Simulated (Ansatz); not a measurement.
```yaml
crystal:
  periodic: [false, false, false]
  atoms:
    - {symbol: C, position_ang: [-0.840219, 0.583676, 2.202604]}
    - {symbol: Si, position_ang: [0.409131, 0.286740, 0.844566]}
    - {symbol: C, position_ang: [-0.426988, -0.265895, -0.744123]}
    - {symbol: Si, position_ang: [0.717880, -0.585934, -2.162079]}
    - {symbol: F, position_ang: [-0.120693, -1.050036, -3.449504]}
    - {symbol: H, position_ang: [-0.344801, 0.903829, 3.122135]}
    - {symbol: H, position_ang: [-1.402186, -0.327761, 2.420225]}
    - {symbol: H, position_ang: [-1.552040, 1.360484, 1.913183]}
    - {symbol: H, position_ang: [1.382596, -0.758178, 1.269660]}
    - {symbol: H, position_ang: [1.177669, 1.535538, 0.579799]}
    - {symbol: H, position_ang: [-1.148081, 0.504083, -1.041998]}
    - {symbol: H, position_ang: [-0.993895, -1.180912, -0.536953]}
    - {symbol: H, position_ang: [1.671593, -1.678114, -1.845851]}
    - {symbol: H, position_ang: [1.456936, 0.643377, -2.542866]}
basis:
  gaussian: {orbitals: cc-pVTZ-PP, point_charges: [{charge: 0.50, position_ang: [6.347, 0.812, -0.353]}]}
magnetization: {spin_polarized: true, initial_magnetization: 0}
hamiltonian: {xc: {name: r2SCAN}}
output: {forces: true}
```

```sh
$ ansatz run in.yaml --threads 4 --pin off --events-out ev --progress --plain --max-ram 10444MiB
```

It prints (some lines left out):

```
Functional definition: r2SCAN
Error: <dir> the basis set cc-pVTZ-PP has no functions for C
```

**Question.** Something in this input is off. What?

**Answer.** The basis set is misnamed or doesn't suit the job. The program refused the input.
